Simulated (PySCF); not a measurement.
# How the method changes the constants of HgSb⁺

State: ³Σ⁻ (triplet), unpaired electrons π ↑↑. Set-up: PySCF, scalar-relativistic core potentials, basis sets Hg def2-SVP with ECP60, Sb def2-SVP with ECP28. De refers to Hg + Sb⁺ in their high-spin ground configurations, without counterpoise correction. The functionals are run spin-unrestricted. A positive dipole points towards Sb; it is taken about the centre of mass and depends on that origin.

| Level | Re (Å) | ωe (cm⁻¹) | De (eV) | μ (D) |
| --- | --- | --- | --- | --- |
| ROHF | 2.877 | 119 | 1.22 | 0.67 |
| ROHF-MP2 | 2.791 | 133 | 1.34 | n/a |
| ROHF-SCS-MP2 | 2.820 | 127 | 1.24 | n/a |
| PBE | 2.803 | 128 | 1.67 | 1.64 |
| r²SCAN | 2.765 | 136 | 1.77 | 1.24 |
| PBE0 | 2.787 | 132 | 1.66 | 1.28 |
| r²SCAN0 | 2.762 | 138 | 1.72 | 1.03 |
| MN15 | 2.782 | 131 | 1.58 | 1.85 |
| BHandHLYP | 2.820 | 126 | 1.47 | 1.26 |
| ωB97X | 2.795 | 132 | 1.61 | 1.18 |

Q: What does the step from GGA to meta-GGA do here, going from PBE to r²SCAN?

A: r²SCAN less PBE: -3.8 pm in Re, +6.2 % in ωe, +0.10 eV in De. 

Q: What does a quarter of exact exchange do here, going from r²SCAN to r²SCAN0?

A: r²SCAN0 less r²SCAN: -0.3 pm in Re, +1.5 % in ωe, -0.05 eV in De. Exact exchange removes part of the self-interaction that spreads semilocal densities, and in most molecules shortens and stiffens the bond and lowers De; so it does here.

Correlated steps freeze 4 core orbitals. Correlated levels converge slowly with the basis: in double zeta they bind strong bonds too weakly, by up to about 1 eV, and carry superposition errors of some tenths. These are scalar-relativistic numbers at best; spin–orbit coupling would shift them, the dissociation energy most. For an ion De counts to the pair picked by the measured ionisation energies or electron affinities, which need not be the lowest pair at this level. The state was picked by a PBE0 search and need not be the measured ground state.

The whole job (state search and all levels along the bond) took about 1.8 min on 1 thread of Intel Xeon Platinum 8375C @ 2.90GHz (shared host), peak memory 0.84 GiB.
